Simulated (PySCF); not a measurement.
Electron correlation in Mo³⁺ (molybdenum, charge +3)

[Kr] 4d3, high-spin 4F determinant. All numbers are calculated (PySCF 2.14, scalar relativity by spin-free X2C-1e, in x2c-QZVPPall (13s8p7d3f2g, 111 functions)). Frozen: [Kr]; 3 electrons correlated.

```json
{"level": "CCSD", "correlation energy (mhartree)": "-19.32"}
{"level": "(T)", "correlation energy (mhartree)": "-0.08"}
{"level": "CCSD(T)", "correlation energy (mhartree)": "-19.40"}
```

Diagnostics: T1 = 0.00042, D1 = 0.0006, largest double amplitude 0.016.

Cost of the coupled-cluster step: of the order of 20 core-seconds, for 3 correlated electrons.

Iterations:

```
CC2 = 0
CCSD nocc = (np.int64(3), np.int64(0)), nmo = (93, 93)
frozen orbitals [[0, 1, 2, 3, 4, 5, 6, 7, 8, 9, 10, 11, 12, 13, 14, 15, 16, 17], [0, 1, 2, 3, 4, 5, 6, 7, 8, 9, 10, 11, 12, 13, 14, 15, 16, 17]]
max_cycle = 100
direct = 0
conv_tol = 1e-08
conv_tol_normt = 1e-06
diis_space = 8
diis_start_cycle = 0
Init t2, MP2 energy = -0.0161104244696124
Init E_corr(UCCSD) = -0.0161104244703291
cycle = 1  E_corr(UCCSD) = -0.0187160991166325  dE = -0.00260567465  norm(t1,t2) = 0.0116615
cycle = 2  E_corr(UCCSD) = -0.0191921874057422  dE = -0.000476088289  norm(t1,t2) = 0.00258777
cycle = 3  E_corr(UCCSD) = -0.0193206476916907  dE = -0.000128460286  norm(t1,t2) = 0.000722637
cycle = 4  E_corr(UCCSD) = -0.0193168716477596  dE = 3.77604393e-06  norm(t1,t2) = 0.000137968
cycle = 5  E_corr(UCCSD) = -0.019317093998033  dE = -2.22350273e-07  norm(t1,t2) = 1.89388e-05
cycle = 6  E_corr(UCCSD) = -0.0193170897336106  dE = 4.26442247e-09  norm(t1,t2) = 2.33115e-06
cycle = 7  E_corr(UCCSD) = -0.0193170924588558  dE = -2.72524523e-09  norm(t1,t2) = 2.81075e-07
UCCSD converged
E(UCCSD) = -4044.518831413441  E_corr = -0.01931709245885579
UCCSD(T) correction = -8.12337032544164e-05
```
